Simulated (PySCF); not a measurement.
All values below come from PySCF with PBE-D3(BJ)/def2-TZVP // BP86-D3(BJ)/def2-SVP. All species are isolated molecules in the gas phase. One relaxed conformer stands for a flexible species; it need not be the lowest. 

Reference species: [Ta(OH)5] (neutral, multiplicity 1).

- mean distance from the central atom to its bonded neighbours = 1.940 Å
- HOMO = -6.91 eV
- charge on the central atom (Mulliken) = 1.32 e

After one change: the mean distance from the central atom to its bonded neighbours rises by 0.067 Å; the HOMO increases by 1.80 eV; the charge on the central atom (Mulliken) drops by 0.13 e.

Problem. Which change was made? The new species is one of these.
A. [Ta(OH)2(NH2)3]
B. [Ta(OH)3(NH2)2]
C. [Ta(OH)(NH2)4]

Solution. C, [Ta(OH)(NH2)4]
